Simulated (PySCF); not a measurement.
ZrI4, SMILES [I][Zr]([I])([I])[I], multiplicity 1.

Geometry optimised at ωB97X-D3(BJ)/def2-SVP. The spin state was assumed, not searched. The isomer is the one that the SMILES or the coordinates give; other isomers of the formula were not compared. The def2 effective core potentials stand for the cores of I, Zr; spin–orbit coupling is left out.

All values below come from PBE0/def2-TZVP (PySCF).

Gas-phase values at a fixed geometry.

Computed frontier levels, gap, dipole moment and polarisability:
```
Quantity                                                                                                          Result
---------------------------------------------------------------------------------------------  -------------------------
highest occupied level                                                                                          -7.88 eV
lowest empty level                                                                                              -2.86 eV
orbital gap                                                                                                      5.02 eV
dipole moment                                                                                                     0.00 D
quadrupole, principal values (traceless, Buckingham form, about the centre of nuclear charge)       0.00, 0.00, 0.00 D·Å
mean static polarisability                                                                        180.1 bohr³ (26.69 Å³)
polarisability, principal values                                                               180.1, 180.1, 180.1 bohr³
```
